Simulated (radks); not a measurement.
Q: Ionisation of neutral osmium, [Xe] 4f14 5d6 6s2, to [Xe] 4f14 5d6 6s1 as the strength of local exchange is varied. Method: Dirac Kohn-Sham, Slater X-alpha exchange (alpha = 2/3 is LDA exchange), no correlation, spin-unpolarised, spherical densities, finite nucleus; open shells are shared between the two j in proportion to 2j + 1; Fermi nuclear charge, rms radius 5.4126 fm; computed with a radial shooting solver on a logarithmic mesh with Libxc functionals.

alpha  E(Os) (hartree)  exchange (hartree)  IE (eV)  -e of the level emptied (eV)  <r> of it (bohr)
0.633      -17244.5707           -306.2600    8.559                 5.151 (6s1/2)             3.040
0.667      -17261.0291           -323.0403    8.798                 5.366 (6s1/2)             3.017
0.702      -17277.9892           -340.3491    9.048                 5.593 (6s1/2)             2.992
0.909      -17378.6600           -443.4428   10.597                 7.016 (6s1/2)             2.856
0.987      -17416.7553           -482.6106   11.210                 7.588 (6s1/2)             2.808
1.026      -17435.8361           -502.2602   11.523                 7.881 (6s1/2)             2.784
?          -17395.7431           -460.9964   10.870                 7.270 (6s1/2)             2.834

Which alpha was used in the last row?

A: alpha = 0.944. NIST Atomic Spectra Database: 8.438 eV (measured). The central value is not met in this range of alpha. Spin polarisation and multiplet splitting are left out, so open shells lie too high by an amount that depends on their filling. Sharing an open shell by 2j + 1 raises it above the true ground level by a part of the spin-orbit splitting, which enters the differences from NIST.

Beside tabulated values, note that spin-unpolarised runs miss the spin-polarisation part of the exchange energy of open shells.
